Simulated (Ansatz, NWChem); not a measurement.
**Predicting a hybrid from its neighbours: CsCl**

CsCl has 2 atoms, charge 0, and is taken as a singlet. As SMILES, `[Cl][Cs]`. The bond length is the measured one.

The HOMO–LUMO gap y, in eV, basis def2-TZVPP with a core potential; a is the functional's share of exact exchange. Programs: Ansatz 0.2.0, NWChem 7.3.0.

```
functional  program     a  y (eV)
      BLYP   Ansatz     0    3.02
      TPSS   NWChem     0    3.38
     B3LYP   Ansatz   0.2    4.41
      PBE0   Ansatz  0.25    4.90
     B1LYP   NWChem  0.25       ?
   r2SCAN0   Ansatz  0.25    5.44
     BHLYP   Ansatz   0.5    6.27
```

Fit y = c + s·a to the known rows and predict B1LYP.


1. Means of the 6 rows: a = 0.2000, y = 4.570.
2. Σ(Δa)² = 0.175, Σ(Δa·Δy) = 1.118, so the slope is 1.118/0.175 = 6.3886.
3. Intercept: 4.570 − (6.3886) × 0.2000 = 3.292. The largest residual of the fit is 0.55.
4. B1LYP: 3.292 + (6.3886) × 0.25 = 4.89 eV.

The run gave 4.64 eV, so the prediction is off by +0.25 eV, within the largest residual. Exact exchange lowers occupied levels and raises empty ones.
